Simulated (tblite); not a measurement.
Species: C₄H₉F₃Si₂.
Numbering: `[F:1][C:2]([F:3])=[C:4]([F:5])[C@@H:6]([SiH3:7])[CH2:8][SiH3:9]` (hydrogens: H10 on C6; H11, H12, H13 on Si7; H14, H15 on C8; H16, H17, H18 on Si9)

Computed with GFN2-xTB (tblite), gas phase: L-BFGS steps from a force-field or distance-geometry start until the largest atomic force falls under 0.01 eV/Å.

Step 8: E = -837.4917 eV
```
atom  x, y, z in Å  |  force x, y, z in eV/Å
F1      3.6173   -1.6137   -0.5531    0.024   0.007  -0.030
C2      2.5580   -1.0666    0.0364   -0.034   0.029  -0.068
F3      2.6979   -1.1100    1.3635   -0.072   0.028  -0.047
C4      1.5069   -0.5301   -0.5754    0.034  -0.010   0.028
F5      1.4908   -0.5505   -1.9298   -0.013   0.045   0.152
C6      0.3176    0.0707    0.0913    0.086   0.016   0.021
Si7     0.3350    1.9820   -0.1786   -0.010  -0.011  -0.013
C8     -0.9451   -0.6541   -0.3980    0.022   0.015   0.041
Si9    -2.4997   -0.4422    0.6789   -0.030   0.023   0.027
H10     0.4475   -0.1084    1.1619   -0.033  -0.031   0.024
H11    -0.7015    2.5655    0.6715   -0.011  -0.038  -0.018
H12     1.6502    2.4823    0.2345   -0.038  -0.072  -0.031
H13     0.0893    2.2772   -1.5890    0.005  -0.046   0.010
H14    -1.1615   -0.3572   -1.4240    0.016   0.022  -0.049
H15    -0.7245   -1.7251   -0.4332   -0.003  -0.034  -0.027
H16    -2.1915   -0.8405    2.0563    0.013   0.034  -0.043
H17    -2.9539    0.9489    0.6360    0.003  -0.010   0.015
H18    -3.5414   -1.3220    0.1390    0.042   0.034   0.008
```

Step 9: E = -837.4935 eV
```
atom  x, y, z in Å  |  force x, y, z in eV/Å
F1      3.6186   -1.6128   -0.5516    0.050  -0.007  -0.046
C2      2.5588   -1.0668    0.0368   -0.029   0.030  -0.077
F3      2.6978   -1.1102    1.3638   -0.073   0.026  -0.037
C4      1.5083   -0.5296   -0.5743    0.007   0.000   0.037
F5      1.4828   -0.5437   -1.9274    0.034   0.021   0.110
C6      0.3208    0.0689    0.0931   -0.006   0.056   0.038
Si7     0.3323    1.9809   -0.1801    0.005  -0.035  -0.006
C8     -0.9434   -0.6534   -0.3993    0.002   0.011   0.048
Si9    -2.4995   -0.4391    0.6798    0.015   0.002  -0.012
H10     0.4467   -0.1120    1.1639   -0.028  -0.021   0.018
H11    -0.7037    2.5630    0.6721   -0.007  -0.038  -0.027
H12     1.6491    2.4765    0.2326   -0.032  -0.055  -0.028
H13     0.0899    2.2744   -1.5919    0.000  -0.048   0.025
H14    -1.1601   -0.3562   -1.4266    0.030   0.017  -0.005
H15    -0.7226   -1.7248   -0.4349   -0.020  -0.021  -0.025
H16    -2.1903   -0.8392    2.0559    0.015   0.036  -0.034
H17    -2.9554    0.9511    0.6373    0.005  -0.007   0.014
H18    -3.5388   -1.3205    0.1391    0.033   0.033   0.006
```

Step 10: E = -837.4948 eV
```
atom  x, y, z in Å  |  force x, y, z in eV/Å
F1      3.6202   -1.6122   -0.5515    0.049  -0.007  -0.045
C2      2.5596   -1.0668    0.0359   -0.002   0.018  -0.055
F3      2.6960   -1.1097    1.3631   -0.058   0.018  -0.024
C4      1.5091   -0.5290   -0.5727   -0.022   0.016   0.040
F5      1.4777   -0.5383   -1.9238    0.056   0.009   0.035
C6      0.3231    0.0683    0.0953   -0.076   0.051   0.047
Si7     0.3305    1.9794   -0.1812    0.007  -0.044   0.003
C8     -0.9420   -0.6526   -0.3996   -0.010   0.002   0.030
Si9    -2.4990   -0.4368    0.6802    0.047  -0.005  -0.040
H10     0.4456   -0.1150    1.1659   -0.021  -0.010   0.021
H11    -0.7054    2.5603    0.6719   -0.007  -0.035  -0.031
H12     1.6476    2.4711    0.2306   -0.015  -0.037  -0.021
H13     0.0902    2.2714   -1.5936   -0.005  -0.048   0.025
H14    -1.1585   -0.3552   -1.4283    0.041   0.013   0.037
H15    -0.7217   -1.7249   -0.4366   -0.029   0.001  -0.019
H16    -2.1892   -0.8376    2.0550    0.018   0.033  -0.017
H17    -2.9563    0.9526    0.6384    0.005  -0.001   0.013
H18    -3.5364   -1.3189    0.1393    0.019   0.024   0.001
```

Q: Estimate the geometry and energy of step 11. (The exact step hangs on the optimiser's Hessian estimate; all steps are aligned on step 10, rigid shifts and turns removed.)

A: E = -837.4962 eV, largest force 0.117 eV/Å
```
atom  x, y, z in Å  |  force x, y, z in eV/Å
F1      3.6225   -1.6115   -0.5526    0.025   0.005  -0.030
C2      2.5607   -1.0665    0.0341    0.023   0.006  -0.017
F3      2.6928   -1.1087    1.3619   -0.027   0.002  -0.010
C4      1.5094   -0.5280   -0.5704   -0.041   0.030   0.027
F5      1.4742   -0.5331   -1.9197    0.061   0.005  -0.043
C6      0.3241    0.0685    0.0982   -0.107   0.013   0.045
Si7     0.3288    1.9772   -0.1822    0.002  -0.039   0.013
C8     -0.9406   -0.6519   -0.3994   -0.015  -0.008   0.004
Si9    -2.4979   -0.4346    0.6800    0.058  -0.004  -0.049
H10     0.4439   -0.1180    1.1683   -0.015   0.003   0.029
H11    -0.7071    2.5571    0.6710   -0.009  -0.028  -0.030
H12     1.6460    2.4653    0.2284    0.009  -0.017  -0.012
H13     0.0905    2.2676   -1.5947   -0.010  -0.046   0.016
H14    -1.1562   -0.3540   -1.4291    0.047   0.013   0.063
H15    -0.7215   -1.7250   -0.4385   -0.030   0.021  -0.009
H16    -2.1877   -0.8353    2.0537    0.021   0.029   0.000
H17    -2.9570    0.9539    0.6398    0.006   0.005   0.010
H18    -3.5338   -1.3168    0.1394    0.003   0.013  -0.007
```

The energy changes by -0.0013 eV. The first-order estimate −F·Δx gives -0.0018 eV and the mean of the old and new forces, exact on a quadratic surface, -0.0013 eV. The step makes an angle of 58° with the force vector and moves no atom by more than 0.007 Å.

The cost below is that of the whole relaxation. Hardware: Intel Xeon at 2.50 GHz, one thread, no GPU, shared host. Cost: 3.0 s of wall time.
